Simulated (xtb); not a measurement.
Ti(Cl)2(OH) (Cl₂HOTi), SMILES [OH][Ti+]([Cl])[Cl], charge +1, multiplicity 1. All values are semi-empirical tight-binding results from xtb (GFN2-xTB unless named), good for trends rather than for accurate numbers. Geometry optimised at GFN2-xTB. The multiplicity is an assumed one; other spin states were not compared. The isomer is the one that the SMILES or the coordinates give; other isomers of the formula were not compared. Other conformers were not sampled.

For metal compounds this method's bond lengths and energies can be far off.

Task: Estimate the properties. (Estimate from the structure and the level; the computed values follow.)

Result: 
```
Item                                           Result
-------------------------------------  --------------
point group as xtb finds it                        Cs
orbital gap                                   2.19 eV
zero-point energy                        9.1 kcal/mol
G − E(el) at 298.15 K (modified RRHO)  -10.4 kcal/mol
```
